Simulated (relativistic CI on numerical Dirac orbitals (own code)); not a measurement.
What each ingredient does to the levels of Pt+

Base calculation: Dirac-Coulomb-Breit CI, orbitals from a KLI potential per configuration, a model potential for QED, valence Slater integrals scaled by 0.85, P86 correlation energy added to each configuration.

Configurations in the expansion (outside the closed core [Xe] 4f14): 5d9, 5d8 6s, 5d8 6p, 5d7 6s 6p, 5d8 7s, 5d8 6d, 5d8 7p, 5d8 8s, 5d8 5f, 5d8 7d, 5d8 8p, 5d8 6f, 5d8 5g, 5d8 8d, 5d8 7f, 5d7 6s2, 5d6 6s2 6p, 5d6 6s2 7s, 5d6 6s2 6d, 5d6 6s2 7p, 5d6 6s2 8s, 5d7 6s 7s, 5d6 6s 6p 7s, 5d6 6s 7s2, 5d6 6s 6d 7s, 5d6 6s 7s 7p, 5d6 6s 7s 8s. Double excitations out of closed p, d and f shells are left out; levels of such configurations are missing from the list, as are those of other unlisted configurations, and high levels can miss mixing partners.

The lowest level and the first level of each name with at least 55 % of one term (blank where a level has no safe partner in the second run):

```tsv
Level	Base (cm⁻¹)	Shift (cm⁻¹)
5d9 2D_5/2	0.0	0.0
5d8 6s 4F_9/2	6568.7	-926.4
5d9 2D_3/2	8156.9	-177.9
5d8 6s 4F_7/2	11327.3	-592.1
5d8 6s 2F_7/2	20443.9	+474.0
5d8 6s 4P_1/2	24742.5	+1270.1
5d8 6s 2G_9/2	29867.8	+3937.7
5d8 6s 2P_1/2	31186.1	+1120.8
5d8 6s 2G_7/2	31374.6	+1668.0
5d7 6s2 4F_9/2	33689.0	-3723.9
5d7 6s2 4F_7/2	41023.8	-1534.9
5d7 6s2 4F_5/2	43243.5	-795.7
5d7 6s2 4F_3/2	44853.3	-419.8
5d7 6s2 4P_5/2	49183.6	+166.3
5d7 6s2 4P_3/2	49433.9	+1092.6
5d8 6p 4D°_7/2	49786.5	-2206.1
5d7 6s2 2G_9/2	50331.6	+684.5
5d7 6s2 4P_1/2	53324.7	+1225.9
5d7 6s2 2H_11/2	55246.3	+1033.7
5d8 6s 2S_1/2	56637.2	+4502.7
5d7 6s2 2G_7/2	56982.2	+967.5
5d8 6p 4G°_11/2	58676.0	-1152.4
```

Correlation outside the listed configurations is missing or only estimated: errors of thousands of cm⁻¹ between configurations and terms are usual at this charge. Rates and lifetimes follow the computed energies and can be off by large factors. The fine structure of a lone outer electron comes out too small, for d and f at times inverted, and misplaced configurations move strength between like terms.

Problem. One thing was changed in a second run, which moved the levels as shown. Which?
A. non-relativistic limit
B. configuration mixing switched off
C. QED terms removed
D. Slater integrals left unscaled
E. self-excluded LDA correlation estimate
F. Breit term removed

Solution. D. Slater integrals left unscaled. Scaling acts on the splittings between terms and on the mixing, and leaves the fine structure of pure LS terms nearly alone; in jj coupling it moves the levels of one term differently.

LS names give the leading component of a level, which can be under half, so a name can repeat, a term be missing and a line seem to break the LS rules.
